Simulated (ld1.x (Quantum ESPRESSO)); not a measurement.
**Pseudopotential generation for Tl: TM, LDA (PZ), scalar-relativistic.**

```
Element                 : thallium (Tl)
Generator               : ld1.x (Quantum ESPRESSO) 7.5
Type                    : norm-conserving Troullier–Martins (Kleinman–Bylander form)
Functional              : LDA (PZ)
Relativity              : scalar-relativistic
Frozen core             : [Xe] 4f14 5d10
Valence charge          : 3
Reference configuration : 6s1.5 6p1.5
Partial waves           : 6p (bound): rc 0.95 bohr; 6s (bound): rc 1.80 bohr
Local potential         : the s channel
Core correction         : a·sin(br)/r model core, default radius (core density twice the valence density)
```

All-electron outer shells of the reference configuration (LDA (PZ), scalar-relativistic, ld1.x):

```json
{"shell": "5p", "level (eV)": "-77.25", "outermost node (bohr)": "0.50", "outermost maximum (bohr)": "0.90"}
{"shell": "5d", "level (eV)": "-16.56", "outermost node (bohr)": "0.53", "outermost maximum (bohr)": "1.11"}
{"shell": "6s", "level (eV)": "-10.49", "outermost node (bohr)": "1.04", "outermost maximum (bohr)": "2.05"}
{"shell": "6p", "level (eV)": "-3.00", "outermost node (bohr)": "1.23", "outermost maximum (bohr)": "2.84"}
```

Problem. Does the generator finish with these settings?

Solution. No. ld1.x (Quantum ESPRESSO) 7.5 stopped with "run_pseudo: Errors in PS-KS equation": the pseudo-atom solver did not find the valence states with the expected number of nodes, which is the usual sign of a ghost state. The 6p radius of 0.95 bohr lies inside the outermost node of the all-electron wave at 1.23 bohr. Before that it printed "Warning: n=2, l=1 expected 0 nodes, found 1".
